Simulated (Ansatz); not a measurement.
`[BH2][GeH]([CH3])[F]` + HCl → `[CH3][GeH]([F])[Cl]` + BH₃  (cleavage of the Ge–B bond)

Calculated with Ansatz (gas phase, PBE0-D4/def2-TZVP geometries, no zero-point term in ΔE). CCSD(T)/CBS is the MP2 limit (def2-TZVPP, def2-QZVPP) plus CCSD(T) − MP2 in def2-TZVPP, frozen cores. This one scheme is used for every species. Functionals use def2-TZVPP. B3LYP here is the variant with VWN-RPA as its local correlation; programs differ in this. For Ge outer-core shells are correlated without core-valence functions, which leaves a few kJ/mol of doubt a bond. Scalar relativity is left out up to krypton.

`[BH2][GeH]([CH3])[F]`:

Cartesian coordinates in Å:
```
B -1.891 -0.291 0.213
Ge 0.104 -0.099 0.673
C 1.278 0.227 -0.848
F 0.319 1.298 1.717
H -2.705 0.476 0.627
H -2.250 -1.191 -0.487
H 0.626 -1.287 1.512
H 2.294 0.388 -0.488
H 0.953 1.111 -1.397
H 1.271 -0.631 -1.522
```

HCl:

```xyz
2

Cl   -0.088   -0.003   -0.633
H     0.088    0.003    0.633
```

`[CH3][GeH]([F])[Cl]`:

Cartesian coordinates in Å:
```
C -0.278 0.738 -0.735
Ge 0.335 -0.486 0.621
F 1.231 -1.742 -0.173
Cl -1.341 -1.460 1.535
H -0.888 1.520 -0.282
H 0.578 1.189 -1.238
H -0.878 0.190 -1.462
H 1.240 0.050 1.734
```

BH₃:

Z-matrix (Å, degrees):
```
B
H 1 1.193
H 1 1.193 2 120.0
H 1 1.193 2 120.0 3 180.0
```

CCSD(T)/CBS gives -91.6 kJ/mol.

(1) Another level gave -101.1 kJ/mol. Which?
A. PBE0/def2-TZVPP
B. B3LYP/def2-TZVPP
C. MP2/def2-TZVPP
D. HF/def2-TZVPP

Largest T1 diagnostic among the species: 0.011.

Answers

(1) C. MP2/def2-TZVPP -101.1, B3LYP -95.0, HF/def2-TZVPP -114.2, PBE0 -90.3 kJ/mol.

In def2-TZVPP, CCSD(T) changes the Hartree–Fock value by +21.6 kJ/mol (the triples alone add +0.5 kJ/mol) and MP2 by +13.1 kJ/mol. From PBE to PBE0 (25 % exact exchange), in def2-TZVPP and without D4, ΔE moves by −5.5 kJ/mol.
